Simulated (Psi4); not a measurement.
C4H7 (SMILES [CH]=C(C)C), doublet, geometry from GFN2-xTB; R2SCAN/def2-SVP run with Psi4 1.11.

The Psi4 input:
```
memory 2 GB

molecule {
0 2
C    -0.01583438    0.01152779    1.49894858
C    -0.00222843    0.02374520    0.20492787
H    -0.02223869   -0.69129602    2.29786866
C     0.00269449    1.29161997   -0.60733811
H    -0.00662782    2.16401956    0.03942821
H     0.89090871    1.32760594   -1.23693731
H    -0.87224194    1.32254452   -1.25552371
C     0.01033407   -1.24161286   -0.64220029
H     0.00629703   -2.13018294   -0.01726348
H    -0.86735589   -1.25472468   -1.28612343
H     0.90146410   -1.24964698   -1.26747727
}

set {
  basis def2-svp
  reference uks
  scf_type pk
}

energy('r2scan')
print_variables()
```

It wrote (shortened):

```
   => Loading Basis Set <=

    Name: DEF2-SVP
    Role: ORBITAL
    Keyword: BASIS

         ---------------------------------------------------------
                                   SCF
               by Justin Turney, Rob Parrish, Andy Simmonett
                          and Daniel G. A. Smith
                              UKS Reference
         ---------------------------------------------------------

  ==> Geometry <==

    Molecular point group: c1
    Full point group: C1

    Geometry (in Angstrom), charge = 0, multiplicity = 2:

       Center              X                  Y                   Z               Mass
    ------------   -----------------  -----------------  -----------------  -----------------
         C           -0.015290028654     0.002306488474     1.449821197327    12.000000000000
         C           -0.001684078654     0.014523898474     0.155800487327    12.000000000000
         H           -0.021694338654    -0.700517321526     2.248741277327     1.007825032230
         C            0.003238841346     1.282398668474    -0.656465492673    12.000000000000
         H           -0.006083468654     2.154798258474    -0.009699172673     1.007825032230
         H            0.891453061346     1.318384638474    -1.286064692673     1.007825032230
         H           -0.871697588654     1.313323218474    -1.304651092673     1.007825032230
         C            0.010878421346    -1.250834161526    -0.691327672673    12.000000000000
         H            0.006841381346    -2.139404241526    -0.066390862673     1.007825032230
         H           -0.866811538654    -1.263945981526    -1.335250812673     1.007825032230
         H            0.902008451346    -1.258868281526    -1.316604652673     1.007825032230

  Running in c1 symmetry.

  Rotational constants: A =      0.32804  B =      0.28891  C =      0.16295 [cm^-1]
  Rotational constants: A =   9834.43217  B =   8661.34630  C =   4885.22386 [MHz]
  Nuclear repulsion =  112.514542513721139

  Charge       = 0
  Multiplicity = 2
  Electrons    = 31
  Nalpha       = 16
  Nbeta        = 15

  ==> Algorithm <==

  SCF Algorithm Type is PK.
  DIIS enabled.
  MOM disabled.
  Fractional occupation disabled.
  Guess Type is SAD.
  Energy threshold   = 1.00e-06
  Density threshold  = 1.00e-06
  Integral threshold = 1.00e-12

  ==> Primary Basis <==

  Basis Set: DEF2-SVP
    Blend: DEF2-SVP
    Number of shells: 45
    Number of basis functions: 91
    Number of Cartesian functions: 95
    Spherical Harmonics?: true
    Max angular momentum: 2

  ==> DFT Potential <==

   => LibXC <=

    Version 7.1.2
    S. Lehtola, C. Steigemann, M. J. T. Oliveira, and M. A. L. Marques,  SoftwareX 7, 1–5 (2018) (10.1016/j.softx.2017.11.002)

   => Composite Functional: R2SCAN <=

    r2SCAN Meta-GGA XC Functional  (0.1021/acs.jpclett.0c02405)
    J. W. Furness, A. D. Kaplan, J. Ning, J. P. Perdew, J. Sun  J. Phys. Chem. Lett.  11, 8208–8215, 2020

    Deriv               =              1
    GGA                 =           TRUE
    Meta                =           TRUE

    Exchange Hybrid     =          FALSE
    MP2 Hybrid          =          FALSE

   => Exchange Functionals <=

    1.0000   XC_MGGA_X_R2SCAN

   => Correlation Functionals <=

    1.0000   XC_MGGA_C_R2SCAN

   => LibXC Density Thresholds  <==

    XC_MGGA_C_R2SCAN:  1.00E-15
    XC_MGGA_X_R2SCAN:  1.00E-11

   => Molecular Quadrature <=

    Radial Scheme          =       TREUTLER
    Pruning Scheme         =           NONE
    Nuclear Scheme         =       TREUTLER

    Blocking Scheme        =         OCTREE
    BS radius alpha        =              1
    Pruning alpha          =              1
    Radial Points          =             75
    Spherical Points       =            302
    Total Points           =         235432
    Total Blocks           =           1807
    Max Points             =            256
    Max Functions          =             91
    Weights Tolerance      =       1.00E-15

[...]

  SCF Guess: Superposition of Atomic Densities via on-the-fly atomic UHF (no occupation information).

   -------------------------
    Irrep   Nso     Nmo
   -------------------------
     A         91      91
   -------------------------
    Total      91      91
   -------------------------

  ==> Iterations <==

                        Total Energy        Delta E     RMS |[F,P]|

   @UKS iter SAD:  -155.71929374730084   -1.55719e+02   0.00000e+00
   @UKS iter   1:  -155.90758889735443   -1.88295e-01   9.24509e-03 ADIIS/DIIS
   @UKS iter   2:  -155.62153855746908    2.86050e-01   1.19448e-02 ADIIS/DIIS
   @UKS iter   3:  -156.27345687769184   -6.51918e-01   3.07269e-03 ADIIS/DIIS
   @UKS iter   4:  -156.31546634140352   -4.20095e-02   8.49785e-04 ADIIS/DIIS
   @UKS iter   5:  -156.31896252008585   -3.49618e-03   8.75016e-05 DIIS
   @UKS iter   6:  -156.31903118917165   -6.86691e-05   4.00974e-05 DIIS
   @UKS iter   7:  -156.31905601179432   -2.48226e-05   2.85951e-05 DIIS
   @UKS iter   8:  -156.31907027187037   -1.42601e-05   1.45316e-05 DIIS
   @UKS iter   9:  -156.31907708710295   -6.81523e-06   4.26404e-06 DIIS
   @UKS iter  10:  -156.31907740176837   -3.14665e-07   1.39226e-06 DIIS
   @UKS iter  11:  -156.31907741376068   -1.19923e-08   7.93823e-07 DIIS
  Energy and wave function converged.

  ==> Post-Iterations <==

   Electrons on quadrature grid:
      Nalpha   =   15.9999884274 ; deviation = -1.157e-05
      Nbeta    =   14.9999867089 ; deviation = -1.329e-05
      Ntotal   =   30.9999751363 ; deviation = -2.486e-05

   @Spin Contamination Metric:   1.542535485E-02
   @S^2 Expected:                7.500000000E-01
   @S^2 Observed:                7.654253549E-01
   @S   Expected:                5.000000000E-01
   @S   Observed:                5.000000000E-01

    Orbital Energies [Eh]
    ---------------------

    Alpha Occupied:

[...]
      16A     -0.200470

    Alpha Virtual:

[...]
    Beta Occupied:

[...]
    Beta Virtual:

[...]
      91A      3.381761

    Final Occupation by Irrep:
              A
    DOCC [    15 ]
    SOCC [     1 ]
    NA   [    16 ]
    NB   [    15 ]

  @UKS Final Energy:  -156.31907741376068

   => Energetics <=

    Nuclear Repulsion Energy =            112.5145425137211390
    One-Electron Energy =                -431.2642562448450008
    Two-Electron Energy =                 186.5851519252144044
    DFT Exchange-Correlation Energy =     -24.1545156078512449
    Empirical Dispersion Energy =           0.0000000000000000
    VV10 Nonlocal Energy =                  0.0000000000000000
    Total Energy =                       -156.3190774137606809

  UHF NO Occupations:
  HONO-2 :   14  A 1.9988967
  HONO-1 :   15  A 1.9940129
  HONO-0 :   16  A 1.0000000
  LUNO+0 :   17  A 0.0059871
  LUNO+1 :   18  A 0.0011033
  LUNO+2 :   19  A 0.0003164
  LUNO+3 :   20  A 0.0002020

Computation Completed

Properties will be evaluated at   0.000000,   0.000000,   0.000000 [a0]

Properties computed using the SCF density matrix

 Multipole Moments:

 ------------------------------------------------------------------------------------
     Multipole            Electronic (a.u.)      Nuclear  (a.u.)        Total (a.u.)
 ------------------------------------------------------------------------------------

 L = 1.  Multiply by 2.5417464519 to convert [e a0] to [Debye]
 Dipole X            :         -0.0277970            0.0318889            0.0040920
 Dipole Y            :          0.3261937           -0.5401978           -0.2140040
 Dipole Z            :          2.5480599           -2.8779563           -0.3298964
 Magnitude           :                                                    0.3932507

 ------------------------------------------------------------------------------------

  Variable Map:
  ----------------------------------------------------------------------------
[...]
  Array Variable Map:
  ----------------------------------------------------------------------------
[...]
[...]
```
